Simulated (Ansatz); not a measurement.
Basis-set extrapolation for C$_{2}$H$_{4}$BClO, SMILES `C=C(O)BCl` (PBE0-D4/def2-TZVP geometry, frozen core, Ansatz 0.2.0). Multiplicity 1, RHF reference.

```
                      def2-TZVPP   def2-QZVPP
                 HF  -637.211197  -637.231862
    MP2 correlation    -0.843339    -0.909024
CCSD(T) correlation    -0.921106      not run
```

Energies in hartree. Use E(X) = E(∞) + A·exp(−7.88·√X) for Hartree–Fock and E(X) = E(∞) + B·X^(−2.97) for correlation, with X = 3 and 4, and add CCSD(T) minus MP2 of the smaller set to the MP2 limit.

Problem. What is the CCSD(T) energy at the basis-set limit?

Solution. HF limit: -637.231862 + (-0.020665) × 0.13774 = -637.23471. MP2 limit: -0.909024 + (-0.065685) × 0.74074 = -0.95768. Higher-order term: -0.921106 − (-0.843339) = -0.07777. Total: -638.27016 hartree, 86.5 kcal/mol below CCSD(T)/def2-TZVPP.
